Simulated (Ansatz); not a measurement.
CH$_{5}$GaN$_{2}$ (`N=[CH][GaH][NH2]`) at its PBE0-D4/def2-TZVP geometry, where that method's forces vanish. The species carries charge 0 and has multiplicity 1.

| atom | x (Å) | y (Å) | z (Å) |
| --- | --- | --- | --- |
| N1 | 1.5588 | -0.5031 | -0.7340 |
| C2 | 0.5348 | -1.1788 | -0.3994 |
| Ga3 | -0.9726 | -0.1534 | 0.3908 |
| N4 | -0.6137 | 1.6128 | 0.4955 |
| H5 | 2.2936 | -1.0948 | -1.1327 |
| H6 | 0.4984 | -2.2700 | -0.5446 |
| H7 | -2.3413 | -0.7133 | 0.8910 |
| H8 | 0.2674 | 1.9790 | 0.1746 |
| H9 | -1.2254 | 2.3216 | 0.8590 |

(1) For each bond, give half the difference of the two atoms' forces along it (eV/Å; positive pushes the atoms apart) under PBE-D4, r2SCAN-D4, B3LYP-D4, ωB97M-V in def2-TZVPP. (Best estimate.)

Results:

(1) Ansatz gave: 
```
  bond  length (Å)  PBE-D4  r2SCAN-D4  B3LYP-D4  ωB97M-V
 N1–C2       1.272    0.57       0.28      0.14     0.17
 N1–H5       1.024    0.23       0.01     -0.06    -0.08
C2–Ga3       1.987   -0.15      -0.07      0.05    -0.01
 C2–H6       1.101    0.03      -0.02     -0.11    -0.13
Ga3–N4       1.805    0.12       0.01      0.20     0.05
Ga3–H7       1.561   -0.08      -0.12     -0.14    -0.12
 N4–H8       1.007    0.20       0.03     -0.04    -0.03
 N4–H9       1.004    0.19       0.05     -0.04    -0.02
```

B3LYP here is the variant with VWN-RPA as its local correlation; programs differ in this.
